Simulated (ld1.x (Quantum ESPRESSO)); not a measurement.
u(r) = r·R(r): atom against pseudo-atom (Cu (Z = 29))

Columns: radius, all-electron u(r) and pseudo u(r) of the 3s shell (level -114.70 eV) of copper in the configuration [Ne] 3s2 3p6 3d10 4s1 4p0; PBE, scalar-relativistic, RRKJ scheme, ld1.x (Quantum ESPRESSO) 7.5.

```csv
r (bohr),all-electron,pseudo
0.070,-0.0317,0.1195
0.140,-0.6726,0.2477
0.210,-0.5609,0.3932
0.280,-0.0637,0.5630
0.350,0.4758,0.7572
0.420,0.9000,0.9623
0.490,1.1691,1.1470
0.560,1.2985,1.2719
0.630,1.3216,1.3115
0.700,1.2736,1.2723
0.770,1.1826,1.1826
0.840,1.0698,1.0698
0.910,0.9493,0.9493
0.980,0.8304,0.8304
1.050,0.7183,0.7183
1.120,0.6160,0.6160
1.190,0.5246,0.5246
1.260,0.4443,0.4443
1.330,0.3746,0.3746
1.400,0.3146,0.3146
1.470,0.2634,0.2634
1.540,0.2199,0.2199
1.610,0.1833,0.1833
1.680,0.1524,0.1524
1.750,0.1265,0.1265
1.820,0.1049,0.1049
```

Q: How many radial nodes do the two functions have?

A: The all-electron 3s function has n − l − 1 = 2 (the table is too coarse to show those close to the nucleus); the pseudo-wave has 0, since the states of the same l below it are removed with the core.

Q: At about which radius was the pseudo-wave matched?

A: 0.80 bohr, where the columns begin to agree (steps of 0.07 bohr).

Q: Is the pseudo-wave norm-conserving?

A: Yes: the RRKJ scheme keeps the norm inside the radius equal to the all-electron one, which fixes the energy derivative of the logarithmic derivative at the level.
